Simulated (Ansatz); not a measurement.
Input for Ansatz (a quantum-chemistry and plane-wave program): R-PBE/def2-TZVPPD on CH5ClS (a complex), monomers drawn apart or pushed together. Files ending in .json are basis or fitting sets from the Basis Set Exchange.

Ansatz 0.2 input:
```yaml
crystal:
  periodic: [false, false, false]
  atoms:
    - {symbol: S, position_ang: [-0.31625139, 0.11783703, -0.45729565]}
    - {symbol: H, position_ang: [-0.22977986, 1.43462952, -0.20979202]}
    - {symbol: H, position_ang: [0.59313329, -0.17891188, 0.48813437]}
    - {symbol: C, position_ang: [-0.87974786, -0.63989949, 3.04128786]}
    - {symbol: Cl, position_ang: [0.91050839, -0.57202724, 2.88003532]}
    - {symbol: H, position_ang: [-1.31107253, -0.40484085, 2.07260178]}
    - {symbol: H, position_ang: [-1.15155013, -1.64326712, 3.35403351]}
    - {symbol: H, position_ang: [-1.17794505, 0.08953507, 3.78790945]}
basis:
  gaussian:
    orbitals: def2-TZVPPD.json
hamiltonian:
  xc: {name: PBE}
scf: {lower_state_search: off}
```

Question: Predict the final total energy.

Answer: -899.1234 hartree.
